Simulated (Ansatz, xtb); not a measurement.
**Ranking isomers of CH6F3GeNSi**

4 gas-phase structures of CH6F3GeNSi, from a drawn sample of its isomers (lower ones may exist). Each was relaxed with GFN2-xTB; where two conformers were screened, the lower at r2SCAN-D4/def2-SVP//GFN2-xTB is listed:

A. `N[SiH2][GeH2][C](F)(F)F`, a singlet
B. `N[SiH]([GeH3])C(F)(F)F`, a singlet
C. `[NH2][GeH]([SiH3])[C](F)(F)F`, a singlet
D. `[NH2][GeH2][SiH2]C(F)(F)F`, a singlet

Estimate their order in r2SCAN-D4/def2-SVP//GFN2-xTB energy at these geometries, lowest first.

Calculated order at r2SCAN-D4/def2-SVP//GFN2-xTB: B (0.0), A (0.9), C (39.8), D (43.6) kJ/mol. Less than 1 kcal/mol parts B and A; C and D, so the order within those pairs means little.

Energies above the lowest of each column, in kJ/mol; the last columns are at r2SCAN-D4/def2-SVP geometries:

| structure | GFN2-xTB | HF/STO-3G | r2SCAN-D4/def2-SVP//GFN2-xTB | r2SCAN-D4/def2-SVP | CCSD(T)/def2-SVP + ΔMP2/def2-TZVPP |
| --- | --- | --- | --- | --- | --- |
| B | 24.6 | 0.0 | 0.0 | 0.0 | 0.0 |
| A | 0.0 | 17.7 | 0.9 | 13.4 | 15.7 |
| C | 27.9 | 25.6 | 39.8 | 54.3 | 54.1 |
| D | 62.4 | 19.3 | 43.6 | 53.1 | 56.5 |

CCSD(T)/def2-SVP + ΔMP2/def2-TZVPP puts B lowest; GFN2-xTB picks A. Flexible structures stand in one conformer each, not always the lowest. Frequencies (GFN2-xTB) were run for A, C, D alone. ΔMP2 is the change of the MP2 energy from the smaller to the larger basis.

Over these structures GFN2-xTB departs from r2SCAN-D4/def2-SVP//GFN2-xTB by 14.0 kJ/mol on average once a common shift is removed. A GFN2-xTB relaxation took about 0.19 s and the r2SCAN-D4/def2-SVP//GFN2-xTB energy about 4.5 s on a shared host (Ansatz 0.2.0, xtb 6.7.1).
